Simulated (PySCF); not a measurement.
## Dipole moment and polarisability of `Cl[SiH2]C1CCC1`

Compound: C4H9ClSi.
Geometry (PBE0-D3(BJ)/def2-SVP, Å), atoms numbered from 1 in this order:
```xyz
15
C4H9ClSi angstrom
Cl     5.6488    3.7433    0.0708
Si     4.6480    1.9508    0.3838
C      2.8758    2.1205   -0.1825
C      1.8643    1.0074    0.2042
C      0.8127    2.1041    0.4530
C      1.9511    3.1376    0.5344
H      5.3780    0.8860   -0.3641
H      4.6913    1.6587    1.8472
H      2.8577    2.2905   -1.2723
H      2.1472    0.4970    1.1400
H      1.6453    0.2389   -0.5518
H      0.1523    1.9940    1.3265
H      0.1854    2.2664   -0.4371
H      2.2648    3.3184    1.5757
H      1.8057    4.1134    0.0487
```

Level: CAM-B3LYP/def2-SVPD (PySCF), static field, nuclei fixed, core orbitals frozen in the response. The polarisability tensor in these axes (au):

```
x   97.47  5.75 -1.85
y    5.75 85.25 -0.53
z   -1.85 -0.53 73.27
```

Problem. What are the eigenvalues, a third of the trace, and Δα (Δα² = ½Σ(αi − αj)² over the three pairs)?

Solution. Principal values 73.13, 82.97 and 99.89 au; mean 85.33 au = 12.64 Å³ = 14.07 × 10⁻⁴⁰ C²·m²/J; Δα = 23.44 au (27 % of the mean).

Problem. What is the dipole moment, and where does it point?

Solution. (-1.87, -1.25, -0.05) D, 2.25 D in size, pointing from the negative to the positive side. Measured along this direction, the outermost atoms are Cl1 at the negative end and H12 at the positive end.

Problem. Give the eigenvalues of the traceless quadrupole moment Θ = ½Σq(3rr − r²1), origin at the centre of nuclear charge.

Solution. -4.40, 1.61, 2.78 D·Å. The values depend on the origin, since the dipole doesn't vanish. The electronic extent ⟨r²⟩ about the same centre is 1146 bohr², a root-mean-square distance of 2.24 Å for the 64 electrons.

Problem. Find the Langevin capture rate constant for NH4+ (18.034 u) meeting this molecule (120.016 u), k = 2.342 × 10⁻⁹ cm³/s × √(α in Å³ / reduced mass in u).

Solution. The reduced mass is 15.68 u, so k = 2.10 × 10⁻⁹ cm³/s. The formula leaves out the permanent dipole, which adds to the capture rate.

Problem. Orientational against electronic polarisability at 250 K (dilute gas, rigid molecules)?

Solution. In Gaussian units μ²/3kT = 48.78 Å³ against 12.64 Å³, a ratio of 3.86; the Debye molar polarisation (4π/3)N_A(α + μ²/3kT) is 154.9 cm³/mol, leaving out the vibrational part.

Problem. Rayleigh depolarisation ratio (linearly polarised light, static tensor)?

Solution. ρ = 3Δα²/(45ᾱ² + 4Δα²) = 1648.6/(327661 + 2198.2) = 0.005.

Problem. Estimate the molar refractivity from the static electronic polarisability.

Solution. Lorentz–Lorenz: R = (4π/3)N_A α = 2.5225 cm³/(mol·Å³) × 12.64 Å³ = 31.9 cm³/mol, in the limit of long wavelengths.

The structure is a single PBE0-D3(BJ)/def2-SVP conformer in the gas phase; no vibrational or solvent corrections.
